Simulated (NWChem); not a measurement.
# C₃H₇NSi; SMILES C#C[C@H](N)[SiH3]

```xyz
12

C     -0.7519    -2.3889     0.1611
C     -0.2192    -1.3314    -0.1551
C      0.4352    -0.0555    -0.4485
N      1.7521     0.1522     0.1793
Si    -0.6824     1.4289     0.0611
H     -1.2228    -3.3243     0.4281
H      0.5556     0.0470    -1.5514
H      2.4042    -0.5780    -0.1401
H      1.6615     0.0081     1.1944
H     -0.0984     2.7016    -0.4835
H     -0.7180     1.4884     1.5640
H     -2.0774     1.2416    -0.4673
```
Atoms are numbered in this order, from 1.

Computed with NWChem. Pople sets run with spherical d functions. All runs use the structure optimised with PBE-D3(BJ)/def2-SVP. No frequency run checked for a minimum. B3LYP is NWChem's, with the RPA form of VWN correlation.

For level N12/6-31G*:

```
Property                     Value
---------------------------  -----
highest occupied level (eV)  -5.40
orbital gap (eV)              5.47
```

Q: How do the values read with level B3LYP/6-31G* instead?

A: The highest occupied level (eV) is -6.73 and the orbital gap (eV) is 7.32.
